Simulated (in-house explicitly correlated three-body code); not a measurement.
Computed with an exponentially correlated three-body code. Model: two electrons around a point charge, non-relativistic, variational in 260 exponentially correlated functions (energies converged to about 1e-7 hartree, or 1e-8 relative for large Z).

Command:
```bash
python run_hyl.py task.json out
```
Settings (lengths in bohr, energies in hartree):
```
Z                      10
nuclear_mass           50
interaction_strength   1
functions              260
states_tried           13
```

Run time, properties included: 28 s on 1 thread of Intel(R) Xeon(R) Platinum 8488C (Sapphire Rapids), on a shared host.

**Those bound S and P states to n = 4 that converged, binding against the one-electron ion.**

Given: nuclear charge 10; mass of the centre 50 electron masses.

Computed: one-electron threshold -49.0196078 hartree.

```csv
term,energy (hartree),binding (eV)
1 1S,-92.049022,1170.9
2 3S,?,?
2 3P,-59.2625098,278.72
2 1S,-59.1149245,274.71
2 1P,-58.7640045,265.16
3 3S,?,?
3 3P,-53.5151748,122.33
3 1S,-53.4835976,121.47
3 1P,-53.3864082,118.83
4 3S,-51.5626777,69.2
4 1S,-51.5237034,68.14
```

(1) What belongs in the row 2 3S?

(2) What belongs in the row 3 3S?

**Converged states only, values per electron or pair.**

```
term  mean r (bohr)  mean r squared (bohr²)  mean inverse r (1/bohr)  mean r12 (bohr)  mean inverse r12 (1/bohr)  mean cosine  mean p1 dot p2 (bohr⁻²)  delta r1 (bohr⁻³)  delta r12 (bohr⁻³)
1 1S          0.159                0.033879                    9.497          0.23313                     5.8428   -0.0054997                  0.47783             280.44              31.034
2 3S        0.40063                 0.26041                   6.0353           0.6731                     1.7495  -0.00039931                -0.019047             165.65                   -
2 3P        0.35006                 0.19555                   6.0308          0.58302                     2.0916    -0.070712                  -6.6232             148.68                   -
2 1S              ?                       ?                        ?                ?                          ?            ?                        ?                  ?                   ?
2 1P        0.36567                 0.21604                   5.9873          0.59053                     2.2173     0.055189                   5.4783             150.44              1.4023
3 3S        0.81748                  1.2623                   5.4007           1.4924                    0.85536   0.00027146                -0.071039              154.5                   -
3 3P        0.77137                  1.1279                   5.3988           1.4026                    0.94468    -0.015649                  -1.5748             149.72                   -
3 1S              ?                       ?                        ?                ?                          ?            ?                        ?                  ?                   ?
3 1P        0.79194                  1.1954                    5.388           1.4385                    0.98745     0.014455                   1.3273             150.02              0.4647
4 3S         1.4043                  3.9816                   5.1813           2.6613                    0.50027    0.0003602                -0.054985             151.86                   -
4 1S         1.4242                  4.1028                    5.179           2.7004                     0.5329  -0.00013507                -0.078641              151.8             0.66634
```

(3) What belongs in the row 2 1S?

(4) What belongs in the row 3 1S?

## Answers

(1) energy (hartree): -59.4783612; binding (eV): 284.6.

(2) energy (hartree): -53.5797682; binding (eV): 124.09.

(3) mean r (bohr): 0.41088; mean r squared (bohr²): 0.27648; mean inverse r (1/bohr): 6.0142; mean r12 (bohr): 0.68638; mean inverse r12 (1/bohr): 2.0536; mean cosine: -0.0049987; mean p1 dot p2 (bohr⁻²): -0.28768; delta r1 (bohr⁻³): 164.79; delta r12 (bohr⁻³): 5.4789.

(4) mean r (bohr): 0.83244; mean r squared (bohr²): 1.3141; mean inverse r (1/bohr): 5.3952; mean r12 (bohr): 1.5206; mean inverse r12 (1/bohr): 0.93607; mean cosine: -0.00094071; mean p1 dot p2 (bohr⁻²): -0.13266; delta r1 (bohr⁻³): 154.32; delta r12 (bohr⁻³): 1.5948.
